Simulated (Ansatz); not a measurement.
A further run on As3⁺ (the lowest singlet isomer of a short search).

```yaml
crystal:
  periodic: [false, false, false]
  atoms:
    - {symbol: As, position_ang: [-0.215833, -1.294016, 0.301165]}
    - {symbol: As, position_ang: [-0.697168, 0.585590, -0.991434]}
    - {symbol: As, position_ang: [0.913002, 0.708416, 0.690269]}
basis:
  gaussian: {orbitals: x2c-TZVPPall}
total_charge: 1
hamiltonian: {xc: {name: PBE0}, dispersion: d4}
scf: {lower_state_search: full}
```

```sh
$ ansatz run in.yaml --threads 4 --pin off --events-out ev --progress --plain --max-ram 3916MiB
```

It prints (some lines left out):

```
Functional definition: PBE0
980 factors; integrals over basis functions are off by at most 4.9e-4 eV
mean field evaluation 1: about -184526.6755 eV, gradient 2.4e1 eV
mean field evaluation 2: about -184526.7874 eV, gradient 2.3e1 eV
mean field evaluation 4: about -184528.2981 eV, gradient 3.0e0 eV
mean field evaluation 8: about -184528.3059 eV, gradient 2.0e-2 eV
mean field evaluation 16: about -184528.3059 eV, gradient 6.0e-5 eV
mean field -184528.30585942 eV, -6781.2901625555 hartree, gradient 6.0e-5 eV, S^2 0.000000; 0 other end points of the search recorded, 0 dependent functions left out
reference -184528.30588154 eV, -6781.2901633686 hartree; 49, 49 occupied and 95, 95 virtual orbitals, 980 factors
Total energy: -184528.42031070 eV, -6781.2943685625 hartree
Relativity: scalar
```

Run time 1.7 s (4 threads of AMD EPYC 7R43 on a shared host).

DK, ANO-RCC and x2c sets are all-electron and run with scalar relativity unless a key says otherwise.
